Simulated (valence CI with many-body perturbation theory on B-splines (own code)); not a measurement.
Values are calculated unless marked as measured or tabulated.
# Energy levels of Sb¹⁰⁺

Method: relativistic CI+MBPT: five valence electrons over a frozen Dirac-Fock core [Kr], a basis of 7 s, 7 p, 8 d, 6 f, 4 g, 1 h functions for each j, with the one-electron correlation potential Σ1 (screened to all orders), the two-electron term Σ2, the three-electron term Σ3, Breit, model QED; selected single and double excitations, second order for the rest (own B-spline code, finite nucleus).

No measured levels were compared; by estimate terms of the open shell hold to 2 to 4 % of their energy, and close levels can change places. Among the levels kept, up to 530 cm⁻¹ of a level comes from second order outside the variational space, and about a tenth of that is noise between levels of different J, which matters for small intervals. Only levels of the ground parity were solved; by the run's estimate the other parity begins above the list, which can be wrong where configurations are misplaced.

Levels 1 to 32 of 32, with energies above the lowest level, 4d5 6S_5/2. "Leading %" is the weight of the configuration and term that name the level; weights of strongly mixed levels are sums over their largest components and can fall short. In the jj column 3d3/2^4 stands for four electrons in 3d with j = 3/2.

| No. | Configuration | Term | J | E (eV) | Leading % | g | Leading jj |
| --- | --- | --- | --- | --- | --- | --- | --- |
| 1 | 4d5 | 6S | 5/2 | 0.000 | 93 | 1.975 | 4d3/2^3 4d5/2^2 (37 %) |
| 2 | 4d5 | 4G | 5/2 | 4.190 | 47 | 0.918 | 4d3/2^4 4d5/2 (61 %) |
| 3 | 4d5 | 4G | 7/2 | 4.672 | 81 | 1.033 | 4d3/2^3 4d5/2^2 (68 %) |
| 4 | 4d5 | 4G | 11/2 | 4.777 | 89 | 1.251 | 4d3/2^3 4d5/2^2 (53 %) |
| 5 | 4d5 | 4G | 9/2 | 4.879 | 93 | 1.171 | 4d3/2^2 4d5/2^3 (55 %) |
| 6 | 4d5 | 4G | 5/2 | 4.918 | 36 | 1.142 | 4d3/2^3 4d5/2^2 (44 %) |
| 7 | 4d5 | 4D | 3/2 | 5.017 | 48 | 1.405 | 4d3/2^3 4d5/2^2 (80 %) |
| 8 | 4d5 | 4P | 1/2 | 5.462 | 58 | 1.630 | 4d3/2^2 4d5/2^3 (50 %) |
| 9 | 4d5 | 4D | 7/2 | 5.812 | 81 | 1.365 | 4d3/2^2 4d5/2^3 (74 %) |
| 10 | 4d5 | 4D | 5/2 | 6.385 | 43 | 1.356 | 4d3/2^3 4d5/2^2 (46 %) |
| 11 | 4d5 | 4D | 1/2 | 6.450 | 61 | 1.006 | 4d3/2^2 4d5/2^3 (79 %) |
| 12 | 4d5 | 4P | 3/2 | 6.700 | 48 | 1.420 | 4d3/2^2 4d5/2^3 (60 %) |
| 13 | 4d5 | 2I | 11/2 | 6.782 | 81 | 0.963 | 4d3/2^2 4d5/2^3 (63 %) |
| 14 | 4d5 | 2I | 13/2 | 7.228 | 99 | 1.076 | 4d3/2^2 4d5/2^3 (99 %) |
| 15 | 4d5 | 2F | 7/2 | 7.484 | 39 | 1.129 | 4d3/2^3 4d5/2^2 (72 %) |
| 16 | 4d5 | 2G | 9/2 | 7.595 | 44 | 1.188 | 4d3/2^3 4d5/2^2 (54 %) |
| 17 | 4d5 | 4F | 3/2 | 7.613 | 50 | 0.636 | 4d3/2^2 4d5/2^3 (63 %) |
| 18 | 4d5 | 2F | 5/2 | 7.676 | 29 | 1.084 | 4d3/2^2 4d5/2^3 (38 %) |
| 19 | 4d5 | 4F | 5/2 | 8.316 | 49 | 1.052 | 4d3/2^2 4d5/2^3 (62 %) |
| 20 | 4d5 | 2H | 9/2 | 8.635 | 51 | 1.094 | 4d3/2^2 4d5/2^3 (94 %) |
| 21 | 4d5 | 2G | 7/2 | 8.799 | 45 | 1.055 | 4d3/2^2 4d5/2^3 (64 %) |
| 22 | 4d5 | 2D | 3/2 | 9.014 | 51 | 0.661 | 4d3/2 4d5/2^4 (56 %) |
| 23 | 4d5 | 2F | 7/2 | 9.216 | 55 | 1.079 | 4d3/2 4d5/2^4 (58 %) |
| 24 | 4d5 | 2F | 5/2 | 9.310 | 65 | 0.959 | 4d3/2^2 4d5/2^3 (61 %) |
| 25 | 4d5 | 2H | 11/2 | 9.713 | 78 | 1.070 | 4d3/2 4d5/2^4 (87 %) |
| 26 | 4d5 | 2F | 7/2 | 9.814 | 62 | 1.145 | 4d3/2 4d5/2^4 (48 %) |
| 27 | 4d5 | 2G | 9/2 | 9.918 | 46 | 1.070 | 4d3/2 4d5/2^4 (69 %) |
| 28 | 4d5 | 2S | 1/2 | 10.237 | 90 | 1.976 | 4d3/2^3 4d5/2^2 (36 %) |
| 29 | 4d5 | 2F | 5/2 | 10.517 | 43 | 1.038 | 4d5/2^5 (56 %) |
| 30 | 4d5 | 2D | 3/2 | 11.507 | 95 | 0.810 | 4d3/2 4d5/2^4 (36 %) |
| 31 | 4d5 | 2D | 5/2 | 12.034 | 81 | 1.159 | 4d3/2 4d5/2^4 (44 %) |
| 32 | 4d5 | 2G | 9/2 | 12.653 | 98 | 1.111 | 4d3/2^2 4d5/2^3 (75 %) |

Names give the largest LS component (configuration and term), which can be under half, so a name can repeat, a term be missing and a line seem to break the LS rules; names also repeat where a configuration has a term twice.

The ionisation energy to 4d4 5D_0 of the next ion comes out as 214.52 eV (NIST: 214 ± 2.4 eV (theoretical)). All 32 levels together are meant to be complete up to 12.715 eV.
